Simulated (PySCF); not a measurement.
These are PBE-D3(BJ)/def2-TZVP // PBE0-D4/def2-TZVP (PySCF) values and carry that method's errors. Isolated molecules, 0 K electronic values unless said otherwise. One relaxed conformer stands for a flexible species; it need not be the lowest. Excitations are Tamm–Dancoff values on a coarser integration grid. The basis has no diffuse functions, so Rydberg states are missing or too high.

Reference species (SMILES): `BC(=C)C` (neutral, multiplicity 1).

- LUMO: -2.93 eV
- S1–T1 gap (TDA): 1.52 eV
- S1 excitation (TDA): 4.83 eV
- T1 excitation (TDA): 3.30 eV

Changed species: `C(/C)=C\B`.

Task: Predict the effect on the LUMO, S1–T1 gap (TDA), S1 excitation (TDA) and T1 excitation (TDA).

Result: the LUMO increases by 0.18 eV, to -2.75 eV; the S1–T1 gap (TDA) drops by 0.21 eV, to 1.31 eV; the S1 excitation (TDA) is nearly the same; the T1 excitation (TDA) rises by 0.23 eV, to 3.53 eV.
